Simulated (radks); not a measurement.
Initial-state core-level shifts of the selenium ion Se3+ when its valence configuration changes from [Ar] 3d10 4s2 4p1. Method: Dirac Kohn-Sham, PBEsol, spin-unpolarised, spherical densities, finite nucleus; open shells fill j = l - 1/2 first; Fermi nuclear charge, rms radius 4.14 fm; computed with a radial shooting solver on a logarithmic mesh with Libxc functionals. Shifts are changes of the shell-averaged eigenvalues in eV (positive: less bound); the change of the density at the nucleus, which sets a Mossbauer isomer shift, is in e/bohr^3, on a base of 3.97e+04.

| valence | 1s | 2p | 3s | 3p | density at nucleus |
|---|---|---|---|---|---|
| 3d8 4s2 4p3 | -31.501 | -34.536 | -26.993 | -26.537 | +33.599 |
| 3d9.5 4s2 4p1.5 | -7.523 | -8.227 | -6.604 | -6.485 | +7.905 |
| 3d10 4s1 4p2 | -1.443 | -1.410 | -1.456 | -1.446 | -34.757 |
| 3d10 4s0.5 4p2.5 | -2.246 | -2.184 | -2.251 | -2.236 | -52.563 |
| 3d8 4p5 | -34.327 | -37.297 | -29.803 | -29.326 | -51.775 |
| 3d7 4p6 | -51.186 | -55.911 | -43.573 | -42.897 | -40.703 |
| 3d9 4s2 4p2 | -15.248 | -16.699 | -13.281 | -13.046 | +16.183 |
| 3d10 4p3 | -3.038 | -2.948 | -3.038 | -3.017 | -70.605 |
| 3d8.5 4p4.5 | -26.198 | -28.345 | -23.008 | -22.639 | -56.906 |
